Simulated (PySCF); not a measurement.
Ionisation energy of Tl²⁺ by level of theory

Tl²⁺ [Xe] 4f14 5d10 6s1 (2S) → Tl³⁺ [Xe] 4f14 5d10 (1S), as a difference of total energies. Computed with PySCF 2.14 in x2c-TZVPPall with one added diffuse shell each of s, p, d, f type (12s8p7d4f, 99 functions), with the spin-free X2C one-electron Hamiltonian (Gaussian nucleus). Correlated levels: valence and next inner shell: [Kr] 4d10 4f14 frozen. The calculations carry no spin-orbit coupling.

```tsv
method	ionisation energy (eV)	error (eV)
UHF	28.220	-1.632
LDA	30.844	+0.992
PBE	30.379	+0.527
PBE0	30.018	+0.166
r2SCAN	30.257	+0.405
r2SCANh	30.158	+0.306
wB97X	29.663	-0.189
HSE06	30.043	+0.191
MP2 (valence and next inner shell)	29.808	-0.044
SCS-MP2 (valence and next inner shell)	29.561	-0.291
```

Reference: 29.852 eV (measured; NIST Atomic Spectra Database, ionization energies).

Errors of the correlated levels include the incompleteness of this basis and the frozen core.
